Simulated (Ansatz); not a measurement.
BH5SiZn2, SMILES `[BH2][Zn][SiH2][ZnH]`. The species carries charge 0 and has multiplicity 1.

```xyz
9

B    -0.764    2.885   -0.507
Zn   -0.359    0.941    0.148
Si    0.119   -1.280    0.871
Zn    1.124   -2.717   -0.724
H     0.067    3.751   -0.512
H    -1.845    3.223   -0.903
H    -1.142   -1.935    1.350
H     1.016   -1.231    2.072
H     1.785   -3.638   -1.796
```

**Question.** What are the harmonic wavenumbers in cm⁻¹ at PBE0-D4/def2-TZVP (Ansatz, finite differences of forces, unscaled)? (An estimate is asked.)

**Answer.** Ansatz gave: 38, 46, 94, 108, 266, 268, 356, 406, 406, 494, 516, 571, 594, 805, 909, 1149, 1836, 2150, 2157, 2554, 2632.

**Question.** Is this a minimum?

**Answer.** Yes, all 21 modes are real.

**Question.** Give the ideal-gas thermochemistry at 298.15 K and 1 bar (rigid rotor, harmonic oscillator; point group C1, symmetry number 1).

**Answer.** Zero-point energy 109.8 kJ/mol; H(298) − E = 135.4 kJ/mol; entropy 403.8 J/(mol·K), of which translation 173.2, rotation 121.3, vibration 109.3; G(298) − E = 15.0 kJ/mol. Modes under 100 cm⁻¹ are hindered rotations or soft bends, so the harmonic entropy is rough.

**Question.** Rotational constants (cm⁻¹)?

**Answer.** 0.2484, 0.02287, 0.0212.
